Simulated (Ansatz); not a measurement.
`BC([SiH3])[SiH2]F` + H₂Te → `F[SiH2][TeH]` + `BC[SiH3]` at 600 K and 1 bar (ligand exchange at the Si–C bond).

Gas-phase electronic energies from Ansatz, PBE0-D4/def2-TZVP geometries. CCSD(T)/CBS adds triple-zeta CCSD(T) − MP2 to the extrapolated MP2 energy (def2 sets, frozen cores). Elements past krypton have def2 core potentials. For Te outer-core shells are correlated without core-valence functions, which leaves a few kJ/mol of doubt a bond. Each species was taken in one conformer, which may not be the lowest.

```tsv
species	CCSD(T)/CBS energy (Eh)	H − E (kJ/mol)	S (J/(mol·K))
`BC([SiH3])[SiH2]F`	-745.66823	295.1	490.8
H₂Te	-268.91024	52.9	255.0
`F[SiH2][TeH]`	-658.47489	113.5	377.4
`BC[SiH3]`	-356.11784	242.0	382.1
```

H − E and S are ideal-gas, rigid-rotor, harmonic terms from PBE0-D4/def2-TZVP, for one conformer and one mirror image of each species. 1 Eh = 2625.50 kJ/mol, R = 8.31446 J/(mol·K).

Question: By hand: ΔE, ΔH, ΔS and ΔG.

Answer: ΔE = (-658.47489) + (-356.11784) − (-745.66823) − (-268.91024) = -0.01426 Eh = -37.4 kJ/mol. Δ(H − E) = 113.5 + 242.0 − 295.1 − 52.9 = 7.5, so ΔH = -29.9 kJ/mol. ΔS = 377.4 + 382.1 − 490.8 − 255.0 = 13.7 J/(mol·K). ΔG = -29.9 − 600 × (13.7)/1000 = -38.1 kJ/mol.

Question: By hand: the equilibrium constant, and the temperature at which ΔG would vanish if ΔH and ΔS stayed fixed.

Answer: log₁₀ K = −ΔG/(RT ln 10) = 3.3. ΔH and −TΔS have one sign here, so there is no such temperature.

The number of gas molecules stays the same, so ΔS is small and ΔH decides. A doubt of 5 kJ/mol in ΔE shifts log₁₀ K by 0.4 here. Other conformers and mirror images would add mixing entropy, several J/(mol·K) or more a flexible species. These are equilibria of isolated gas molecules and say nothing of rates. Largest T1 diagnostic: 0.012 (customary marks: 0.02 for closed shells, 0.045 for open ones).
